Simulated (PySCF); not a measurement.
(E)-1-chloro-3,3-difluoroprop-1-ene (C₃H₃ClF₂), SMILES FC(F)/C=C/Cl.

The structure is a stationary point at PBE-D3(BJ)/def2-SVP. One conformer was computed; it need not be the lowest.

All values below come from PBE-D3(BJ)/def2-SVP run with PySCF 2.14.0.

Frequencies are harmonic and unscaled.

```json
[
 {"mode": "1", "ν (cm⁻¹)": "95", "IR (km/mol)": "0.4", "moving atoms (share of kinetic energy)": "C 37 %, F 35 %, H 23 %"},
 {"mode": "2", "ν (cm⁻¹)": "162", "IR (km/mol)": "0.9", "moving atoms (share of kinetic energy)": "C 39 %, F 32 %, Cl 15 %, H 14 %"},
 {"mode": "3", "ν (cm⁻¹)": "176", "IR (km/mol)": "1.6", "moving atoms (share of kinetic energy)": "C 44 %, F 29 %, Cl 17 %, H 11 %"},
 {"mode": "4", "ν (cm⁻¹)": "311", "IR (km/mol)": "0.6", "moving atoms (share of kinetic energy)": "Cl 40 %, C 28 %, F 27 %"},
 {"mode": "5", "ν (cm⁻¹)": "424", "IR (km/mol)": "1.7", "moving atoms (share of kinetic energy)": "F 45 %, C 41 %, H 12 %"},
 {"mode": "6", "ν (cm⁻¹)": "517", "IR (km/mol)": "6.7", "moving atoms (share of kinetic energy)": "F 72 %, C 20 %"},
 {"mode": "7", "ν (cm⁻¹)": "654", "IR (km/mol)": "35.6", "moving atoms (share of kinetic energy)": "C 53 %, F 21 %, H 19 %"},
 {"mode": "8", "ν (cm⁻¹)": "802", "IR (km/mol)": "21.3", "moving atoms (share of kinetic energy)": "C 52 %, H 38 %"},
 {"mode": "9", "ν (cm⁻¹)": "849", "IR (km/mol)": "50.1", "moving atoms (share of kinetic energy)": "C 64 %, H 16 %, Cl 11 %, F 8 %"},
 {"mode": "10", "ν (cm⁻¹)": "923", "IR (km/mol)": "44.5", "moving atoms (share of kinetic energy)": "H 90 %, C 10 %"},
 {"mode": "11", "ν (cm⁻¹)": "955", "IR (km/mol)": "21.8", "moving atoms (share of kinetic energy)": "C 60 %, H 30 %, F 9 %"},
 {"mode": "12", "ν (cm⁻¹)": "1069", "IR (km/mol)": "150.5", "moving atoms (share of kinetic energy)": "C 58 %, F 30 %, H 11 %"},
 {"mode": "13", "ν (cm⁻¹)": "1136", "IR (km/mol)": "96.4", "moving atoms (share of kinetic energy)": "C 50 %, H 27 %, F 23 %"},
 {"mode": "14", "ν (cm⁻¹)": "1187", "IR (km/mol)": "12.2", "moving atoms (share of kinetic energy)": "H 74 %, C 24 %"},
 {"mode": "15", "ν (cm⁻¹)": "1245", "IR (km/mol)": "0.4", "moving atoms (share of kinetic energy)": "H 80 %, C 20 %"},
 {"mode": "16", "ν (cm⁻¹)": "1328", "IR (km/mol)": "62.9", "moving atoms (share of kinetic energy)": "H 76 %, C 22 %"},
 {"mode": "17", "ν (cm⁻¹)": "1347", "IR (km/mol)": "79.1", "moving atoms (share of kinetic energy)": "H 65 %, C 34 %"},
 {"mode": "18", "ν (cm⁻¹)": "1662", "IR (km/mol)": "94.4", "moving atoms (share of kinetic energy)": "C 93 %"},
 {"mode": "19", "ν (cm⁻¹)": "2949", "IR (km/mol)": "51.5", "moving atoms (share of kinetic energy)": "H 92 %"},
 {"mode": "20", "ν (cm⁻¹)": "3132", "IR (km/mol)": "0.1", "moving atoms (share of kinetic energy)": "H 92 %, C 8 %"},
 {"mode": "21", "ν (cm⁻¹)": "3146", "IR (km/mol)": "2.0", "moving atoms (share of kinetic energy)": "H 91 %, C 9 %"}
]
```
